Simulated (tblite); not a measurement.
Species: C₂H₆O₄Si.
Bonds: O1–C2 (double), C2–O3, C2–C4, C4–O5, O5–Si6, Si6–O7. Hydrogens: H8 on O3; H9, H10 on C4; H11, H12 on Si6; H13 on O7.

Computed with GFN2-xTB (tblite), gas phase: L-BFGS steps from a force-field or distance-geometry start until the largest atomic force falls under 0.01 eV/Å.

Step 52: E = -692.3334 eV
```
atom  x, y, z in Å  |  force x, y, z in eV/Å
O1      1.5403    0.5569   -1.3440   -0.056  -0.037   0.109
C2      1.7220    0.0494   -0.2736    0.044   0.028  -0.069
O3      2.9422   -0.2175    0.2081    0.002  -0.020  -0.007
C4      0.6385   -0.3878    0.7021    0.036   0.017  -0.037
O5     -0.5156    0.3483    0.5184    0.039  -0.037   0.036
Si6    -1.9274   -0.1395   -0.1419    0.050   0.014   0.045
O7     -2.7884    1.2103   -0.3235   -0.033   0.012  -0.011
H8      3.6280    0.0531   -0.4259   -0.040  -0.012   0.011
H9      1.0111   -0.2545    1.7248   -0.027   0.036  -0.032
H10     0.4718   -1.4612    0.5354    0.019   0.026   0.025
H11    -1.6772   -0.8407   -1.3977   -0.024  -0.011  -0.037
H12    -2.6798   -0.9295    0.8256   -0.023  -0.014  -0.036
H13    -2.3699    2.0132   -0.6255    0.013  -0.002   0.003
```

Step 53: E = -692.3344 eV
```
atom  x, y, z in Å  |  force x, y, z in eV/Å
O1      1.5235    0.5654   -1.3356   -0.055  -0.041   0.070
C2      1.7144    0.0471   -0.2725    0.048   0.062  -0.032
O3      2.9389   -0.2226    0.1972   -0.002  -0.026  -0.020
C4      0.6390   -0.3909    0.7116    0.039   0.013  -0.048
O5     -0.5185    0.3413    0.5363    0.047  -0.019   0.035
Si6    -1.9231   -0.1390   -0.1454    0.064   0.027   0.080
O7     -2.7818    1.2124   -0.3259   -0.044   0.002  -0.017
H8      3.6191    0.0540   -0.4405   -0.044  -0.017   0.016
H9      1.0218   -0.2535    1.7297   -0.039   0.031  -0.020
H10     0.4722   -1.4641    0.5479    0.024   0.004   0.032
H11    -1.6546   -0.8362   -1.3988   -0.034  -0.011  -0.049
H12    -2.6847   -0.9290    0.8153   -0.027  -0.013  -0.052
H13    -2.3706    2.0156   -0.6371    0.023  -0.013   0.006
```

Step 54: E = -692.3359 eV
```
atom  x, y, z in Å  |  force x, y, z in eV/Å
O1      1.5009    0.5763   -1.3242   -0.033  -0.041   0.027
C2      1.7061    0.0445   -0.2707    0.015   0.092   0.004
O3      2.9356   -0.2300    0.1826   -0.013  -0.029  -0.034
C4      0.6410   -0.3952    0.7234    0.024   0.011  -0.043
O5     -0.5215    0.3317    0.5598    0.050  -0.005   0.016
Si6    -1.9171   -0.1378   -0.1489    0.075   0.032   0.094
O7     -2.7741    1.2152   -0.3289   -0.040  -0.014  -0.023
H8      3.6076    0.0553   -0.4594   -0.031  -0.019   0.010
H9      1.0348   -0.2502    1.7355   -0.042   0.017   0.004
H10     0.4746   -1.4687    0.5653    0.035  -0.012   0.037
H11    -1.6271   -0.8307   -1.4014   -0.049   0.006  -0.032
H12    -2.6936   -0.9282    0.8005   -0.022  -0.009  -0.071
H13    -2.3715    2.0184   -0.6514    0.033  -0.028   0.010
```

**Question.** Estimate the geometry and energy of step 55. (The exact step hangs on the optimiser's Hessian estimate; all steps are aligned on step 54, rigid shifts and turns removed.)

**Answer.** E = -692.3374 eV, largest force 0.111 eV/Å
```
atom  x, y, z in Å  |  force x, y, z in eV/Å
O1      1.4811    0.5866   -1.3121   -0.018  -0.004  -0.067
C2      1.6995    0.0429   -0.2684   -0.010   0.074   0.063
O3      2.9331   -0.2385    0.1687   -0.021  -0.024  -0.043
C4      0.6444   -0.3993    0.7334    0.009  -0.001  -0.001
O5     -0.5234    0.3202    0.5802    0.030   0.019  -0.010
Si6    -1.9109   -0.1366   -0.1524    0.056   0.034   0.090
O7     -2.7674    1.2179   -0.3307   -0.020  -0.034  -0.026
H8      3.5968    0.0562   -0.4771   -0.010  -0.023   0.003
H9      1.0464   -0.2422    1.7399   -0.037  -0.007   0.032
H10     0.4805   -1.4744    0.5848    0.047  -0.014   0.039
H11    -1.6068   -0.8263   -1.4050   -0.054   0.027  -0.013
H12    -2.7050   -0.9273    0.7831   -0.010  -0.005  -0.080
H13    -2.3726    2.0214   -0.6623    0.039  -0.042   0.014
```

The energy changes by -0.0015 eV. The first-order estimate −F·Δx gives -0.0021 eV and the mean of the old and new forces, exact on a quadratic surface, -0.0015 eV. The step makes an angle of 82° with the force vector and moves no atom by more than 0.025 Å.

What follows is the cost of the whole relaxation. On an Arm Neoverse N1 with one thread, shared host with 64 logical CPUs at a one-minute load of 61, this took 1.2 s of wall time.
